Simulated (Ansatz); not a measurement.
Ansatz (a first-principles code) input (B3LYP-D3(BJ)/def2-TZVP):

Ansatz 0.2 input:
```yaml
crystal:
  periodic: [false, false, false]
  atoms:
    - {symbol: C, position_ang: [-0.55514999, -0.24074663, -0.02730391]}
    - {symbol: Si, position_ang: [1.20177487, -0.33676766, 0.04924583]}
    - {symbol: H, position_ang: [-1.16099287, 0.67608774, -0.06856325]}
    - {symbol: H, position_ang: [-1.17311164, -1.14553193, -0.03804458]}
    - {symbol: H, position_ang: [1.67072878, 1.14614036, 0.04461026]}
basis:
  gaussian:
    orbitals: def2-TZVP
hamiltonian:
  xc: b3lyp
  dispersion: d3bj
total_charge: -1
relax: {f_tol: 0.002, max_steps: 150}
```

Output:

```
Functional definition: B3LYP
integrals: 0.02 GiB planned
573 factors; their error is unknown
mean field: 0.19 GiB planned
mean field evaluation 1: about -8961.3515 eV, gradient 2.9e1 eV
mean field evaluation 2: about -8954.4976 eV, gradient 5.3e1 eV
mean field evaluation 4: about -8963.5302 eV, gradient 1.7e0 eV
mean field evaluation 8: about -8963.5628 eV, gradient 5.9e-2 eV
mean field -8963.56278338 eV, -329.4048565682 hartree, gradient 1.5e-5 eV, S^2 0.000000; 0 other end points of the search recorded, 0 dependent functions left out
the calculation of the forces begins
reference -8963.56298944 eV, -329.4048641409 hartree; 12, 12 occupied and 74, 74 virtual orbitals, 573 factors
relax step   1: F+E_penalty+E_count = -8963.69635749 eV  Δ(F+E_penalty+E_count) = +0.000e0 eV  max|allowed force component| = 5.216e-1 eV/Å  Δτ_max = 0.0000 Å  (25 SCF iters, accepted)
these checks for a lower state are left out or cut short: starts, cluster_reference, orbital_swaps, neighbouring_geometries, increment
integrals: 0.02 GiB planned
573 factors; their error is unknown
mean field: 0.19 GiB planned
mean field evaluation 16: about -8963.5383 eV, gradient 4.1e0 eV
mean field -8963.58381093 eV, -329.4056293162 hartree, gradient 1.1e-5 eV, S^2 0.000000; 0 other end points of the search recorded, 0 dependent functions left out
the calculation of the forces begins
reference -8963.58401748 eV, -329.4056369069 hartree; 12, 12 occupied and 74, 74 virtual orbitals, 573 factors
relax step   2: F+E_penalty+E_count = -8963.71846769 eV  Δ(F+E_penalty+E_count) = -2.211e-2 eV  max|allowed force component| = 2.885e-1 eV/Å  Δτ_max = 0.1279 Å  (29 SCF iters, accepted)
these checks for a lower state are left out or cut short: starts, cluster_reference, orbital_swaps, neighbouring_geometries, increment
integrals: 0.02 GiB planned
573 factors; their error is unknown
mean field: 0.19 GiB planned
mean field -8963.59053316 eV, -329.4058763538 hartree, gradient 2.1e-5 eV, S^2 0.000000; 0 other end points of the search recorded, 0 dependent functions left out
the calculation of the forces begins
reference -8963.59073973 eV, -329.4058839451 hartree; 12, 12 occupied and 74, 74 virtual orbitals, 573 factors
relax step   3: F+E_penalty+E_count = -8963.72483582 eV  Δ(F+E_penalty+E_count) = -6.368e-3 eV  max|allowed force component| = 1.494e-1 eV/Å  Δτ_max = 0.0417 Å  (30 SCF iters, accepted)
these checks for a lower state are left out or cut short: starts, cluster_reference, orbital_swaps, neighbouring_geometries, increment
integrals: 0.02 GiB planned
573 factors; their error is unknown
mean field: 0.19 GiB planned
mean field evaluation 32: about -8963.5908 eV, gradient 2.0e-1 eV
mean field -8963.59081703 eV, -329.4058867858 hartree, gradient 2.1e-5 eV, S^2 0.000000; 0 other end points of the search recorded, 0 dependent functions left out
the calculation of the forces begins
reference -8963.59102352 eV, -329.4058943741 hartree; 12, 12 occupied and 74, 74 virtual orbitals, 573 factors
relax step   4: F+E_penalty+E_count = -8963.72515840 eV  Δ(F+E_penalty+E_count) = -3.226e-4 eV  max|allowed force component| = 7.211e-2 eV/Å  Δτ_max = 0.0080 Å  (30 SCF iters, accepted)
these checks for a lower state are left out or cut short: starts, cluster_reference, orbital_swaps, neighbouring_geometries, increment
integrals: 0.02 GiB planned
573 factors; their error is unknown
mean field: 0.19 GiB planned
mean field -8963.59107569 eV, -329.4058962913 hartree, gradient 2.1e-5 eV, S^2 0.000000; 0 other end points of the search recorded, 0 dependent functions left out
the calculation of the forces begins
reference -8963.59128212 eV, -329.4059038776 hartree; 12, 12 occupied and 74, 74 virtual orbitals, 573 factors
relax step   5: F+E_penalty+E_count = -8963.72539041 eV  Δ(F+E_penalty+E_count) = -2.320e-4 eV  max|allowed force component| = 3.963e-2 eV/Å  Δτ_max = 0.0068 Å  (30 SCF iters, accepted)
these checks for a lower state are left out or cut short: starts, cluster_reference, orbital_swaps, neighbouring_geometries, increment
integrals: 0.02 GiB planned
573 factors; their error is unknown
mean field: 0.19 GiB planned
mean field -8963.59106826 eV, -329.4058960181 hartree, gradient 2.1e-5 eV, S^2 0.000000; 0 other end points of the search recorded, 0 dependent functions left out
the calculation of the forces begins
reference -8963.59127469 eV, -329.4059036045 hartree; 12, 12 occupied and 74, 74 virtual orbitals, 573 factors
relax step   6: F+E_penalty+E_count = -8963.72539676 eV  Δ(F+E_penalty+E_count) = -6.345e-6 eV  max|allowed force component| = 7.893e-3 eV/Å  Δτ_max = 0.0030 Å  (29 SCF iters, accepted)
these checks for a lower state are left out or cut short: starts, cluster_reference, orbital_swaps, neighbouring_geometries, increment
integrals: 0.02 GiB planned
573 factors; their error is unknown
mean field: 0.19 GiB planned
mean field -8963.59109360 eV, -329.4058969495 hartree, gradient 2.1e-5 eV, S^2 0.000000; 0 other end points of the search recorded, 0 dependent functions left out
the calculation of the forces begins
reference -8963.59130003 eV, -329.4059045359 hartree; 12, 12 occupied and 74, 74 virtual orbitals, 573 factors
relax step   7: F+E_penalty+E_count = -8963.72542075 eV  Δ(F+E_penalty+E_count) = -2.400e-5 eV  max|allowed force component| = 4.326e-4 eV/Å  Δτ_max = 0.0021 Å  (30 SCF iters, accepted)
integrals: 0.02 GiB planned
573 factors; their error is unknown
mean field: 0.19 GiB planned
mean field evaluation 64: about -8963.5693 eV, gradient 4.9e-1 eV
mean field -8963.59109360 eV, -329.4058969495 hartree, gradient 2.9e-5 eV, S^2 0.000000; 1 other end points of the search recorded, 0 dependent functions left out
the calculation of the forces begins
reference -8963.59130003 eV, -329.4059045358 hartree; 12, 12 occupied and 74, 74 virtual orbitals, 573 factors
Total energy: -8963.72562719 eV, -329.4108409678 hartree
Atom 0 at    -0.536024    -0.233641    -0.026487 Å, force    -0.000062    -0.000087     0.000006 eV/Å
Atom 1 at     1.223957    -0.376312     0.050953 Å, force    -0.000433    -0.000159     0.000175 eV/Å
Atom 2 at    -1.115554     0.689165    -0.066752 Å, force     0.000146    -0.000247     0.000141 eV/Å
Atom 3 at    -1.167977    -1.124278    -0.038418 Å, force     0.000249     0.000288    -0.000152 eV/Å
Atom 4 at     1.578848     1.144248     0.040648 Å, force     0.000100     0.000204    -0.000169 eV/Å
Dipole moment:    -0.255731     0.048844    -0.011738 e Å
```

It need not be the lowest isomer of its formula. Whether it binds its extra electron was not tested at this geometry.
